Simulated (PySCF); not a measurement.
Computed shifts of a molecule C5H7F, KT2/pcSseg-1 in PySCF, GIAO, gas phase, atoms alike by connectivity averaged where their shifts nearly agree, in ppm (number of nuclei): ¹³C: 91.2 (1), 83.0 (1), 73.7 (1), 33.7 (2). ¹⁹F: -182.1 (1). ¹H: 2.82 (1), 1.89 (6). References: ¹³C against TMS (σ = 185.1 ppm); ¹⁹F against CFCl3 (σ = 127.1 ppm); ¹H against TMS (σ = 31.47 ppm), references at their B3LYP-D3(BJ)/def2-TZVP geometries, non-relativistic. Geometry optimised at TPSSh-D3(BJ)/def2-SVP. Other conformers were not sampled.

Task: Pick the molecule that these values belong to.
A. C#C[C@H](F)CC
B. C=C=C[C@@H](C)F
C. C#CC(C)(C)F
D. CC1=C[C@@H](F)C1

Result: C, C#CC(C)(C)F
